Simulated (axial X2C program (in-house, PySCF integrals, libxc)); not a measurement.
**Curves of NNdO⁻ from open-shell CI on f(δφ)2 f(π)0**

Calculated with an in-house all-electron X2C program for linear molecules (integrals from PySCF): two-component X2C with atomic mean-field Coulomb and Gaunt terms, basis N dyall-v3z, Nd dyall-v3z, O dyall-v3z (cores contracted in-house). Orbitals come from Hartree–Fock averaged over the configuration Nd f(δφ)2 f(π)0; CI then distributes these electrons over the f(δφ), f(π) shells of Nd.

Scan along the N–Nd bond with NdO moving as one mass, its bond held at 1.720 Å; masses N 14.003 u, Nd 141.908 u, O 15.995 u. Energies in cm⁻¹ from the lowest point; levels are followed by energy order within each Ω. Lowest level at 1.755 Å: 100% f(δφ)2.

```
R (Å)  (1)Ω=4  (1)Ω=5  (1)Ω=6  (1)Ω=0  (1)Ω=1  (2)Ω=1  (2)Ω=0
1.632    2829    5088    7223    8068    9151   14708   14711
1.694     635    2900    5046    5896    7016   12560   12566
1.755       0    2270    4425    5277    6430   11964   11975
1.825     654    2929    5094    5939    7130   12657   12671
1.895    2393    4671    6845    7674    8902   14426   14444
1.974    5276    7559    9740   10543   11812   17337   17359
2.071    9693   11985   14177   14917   16242   21784   21808
```

**Question.** Fit the curves (1)Ω=4, (1)Ω=5, (1)Ω=6, (1)Ω=0, (1)Ω=1, (2)Ω=1, (2)Ω=0 near their minima.

**Answer.** From the open-shell CI curves, Te from the lowest:

```tsv
level	Te (cm⁻¹)	Re (Å)	ωe (cm⁻¹)
(1)Ω=4	0	1.756	890.4
(1)Ω=5	2270	1.755	890.4
(1)Ω=6	4426	1.755	890.9
(1)Ω=0	5278	1.755	887.7
(1)Ω=1	6430	1.753	891.6
(2)Ω=1	11964	1.754	892.1
(2)Ω=0	11975	1.754	891.9
```

Without dynamic correlation distances can be off by several hundredths of an Å (long for ionic bonds, short for multiple bonds) and the wavenumbers are rough.

The 7 lowest curves are shown; the next is (1)Ω=2, from 12630 cm⁻¹.

There is no dynamic correlation: spin–orbit spacings and, for f shells, spacings inside one term are the most reliable numbers, splittings between terms come out too wide, and energies between configurations are not reliable, so the lowest level need not be the ground state of the molecule. At most 6 roots were kept for each Ω > 0 (twice that for Ω = 0) within 3.5 eV of the lowest, so higher up levels can be missing between those listed; levels with Ω > 0 are doubly degenerate and listed once, Ω = 0 levels singly. Some active spinors are only partly of the character that their shell is named for, so the shell names and counts are nominal. States that fill the shells left empty in the average are placed too high. For an anion, levels above electron detachment are held by the basis set. The molecule was held linear; bending was not examined.
